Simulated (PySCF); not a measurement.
# Dipole response of Tl²⁺ (thallium, charge +2)

[Xe] 4f14 5d10 6s1, 2S determinant. All numbers are calculated (PySCF 2.14, a scalar-relativistic core potential, in aug-cc-pwCVTZ-PP with ECP60MDF). Coupled (time-dependent) response in atomic units; α is the mean over directions.

```json
{"method": "revPBE", "mean α (bohr³)": "12.22", "C₆ (like pair)": "78.78", "S(−4)": "52.78"}
```

S(−4) is the Cauchy moment in α(ω) = α(0) + S(−4) ω² + …

α(iu) at revPBE:

| u (hartree) | α(iu) (bohr³) |
| --- | --- |
| 0 | 12.22 |
| 0.0500 | 12.09 |
| 0.100 | 11.73 |
| 0.200 | 10.58 |
| 0.300 | 9.298 |
| 0.500 | 7.221 |
| 0.750 | 5.539 |
| 1.00 | 4.437 |
| 1.50 | 3.065 |
| 2.00 | 2.243 |
| 3.00 | 1.335 |
| 5.00 | 0.6123 |

For an ion, C₆ is the dispersion term alone; charge-induced terms of lower order in 1/R come first.

Energies and moments cover only the electrons outside the core potential. Spin-orbit coupling, which splits the p, d and f shells strongly at this Z, is absent.
